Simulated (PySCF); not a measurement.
A structure optimised at r2SCAN-D4/def2-TZVP, used in a PySCF frequency run:

```xyz
2

Cu     0.0000     0.0000    -1.1142
Cu     0.0000     0.0000     1.1142
```
Charge 0, spin multiplicity 1.

Q: Write its SMILES, formula and point group.

A: [Cu][Cu], Cu₂, D∞h

Q: What are its rotational constants (standard atomic weights)?

A: 3.2032 GHz (linear rotor, B only)
